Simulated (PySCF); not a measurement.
SMILES [SiH3]CBr (B3LYP/def2-SVP optimised geometry):

```
8

Si     1.053    -0.210     0.000
C     -0.846    -0.210     0.000
Br    -1.558     1.629     0.000
H      1.558     0.482    -1.217
H      1.522    -1.629    -0.005
H      1.557     0.473     1.222
H     -1.258    -0.703     0.891
H     -1.258    -0.703    -0.891
```

Method: B3LYP/def2-TZVP in PySCF 2.14.0.

Question: What are the frontier orbital energies and the dipole moment?

Answer: HOMO-2 -9.57 eV, HOMO-1 -7.81 eV, HOMO -7.59 eV, LUMO -0.84 eV, LUMO+1 0.39 eV; dipole moment 1.67 D.

Meta-Löwdin charges at B3LYP/def2-TZVP: Si1 0.53, C2 -0.42, Br3 -0.10, H4 -0.09, H5 -0.10, H6 -0.09, H7 0.14, H8 0.14.
